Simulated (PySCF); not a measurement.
NICS in isomers of C6H6P2.

Probes without a nucleus sit at each ring's centroid and 1 Å off its mean plane on both sides; NICS is minus the shielding there, NICSzz its component along the normal. Level: GIAO PBE0/pcSseg-1 (PySCF, non-relativistic, gas phase) on the GFN2-xTB geometries, one conformer each. Atom numbers follow the mapped SMILES.

Task: Order these rings by mean NICS(1)zz, lowest (most negative) first (ppm).
A. ring C3–P4–C5–C6–C7–P8 in `[CH2:1]=[CH:2][c:3]1[p:4][cH:5][cH:6][cH:7][p:8]1`
B. ring C3–C4–C5–C6–C7–C8 in `[H]/[P:1]=[P:2]\[c:3]1[cH:4][cH:5][cH:6][cH:7][cH:8]1`
C. ring C3–C4–P5–C6–C7–P8 in `[CH2:1]=[CH:2][c:3]1[cH:4][p:5][cH:6][cH:7][p:8]1`

Result: B (-27.7), C (-22.9), A (-21.7).

| SMILES | ring | NICS(0) | NICS(1) | NICS(1)zz | HOMA | rms pucker (Å) | ring atoms with four or more neighbours |
| --- | --- | --- | --- | --- | --- | --- | --- |
| [H]/P=P\c1ccccc1 | 6-membered carbocycle; formal bonds all aromatic | -7.9 | -10.8 | -27.7 | 0.99 | 0.01 | 0 |
| C=Cc1cpccp1 | 6-membered ring with 2 P; formal bonds all aromatic | -5.7 | -9.4 | -22.9 | 0.82 | 0.01 | 0 |
| C=Cc1pcccp1 | 6-membered ring with 2 P; formal bonds all aromatic | -5.5 | -9.1 | -21.7 | 0.84 | 0.00 | 0 |

NICS(0) gives the same order. The isotropic NICS(1) gives the same order. HOMA uses Krygowski's 1993 parameters. NICS(1) and NICS(1)zz are means over the two faces.
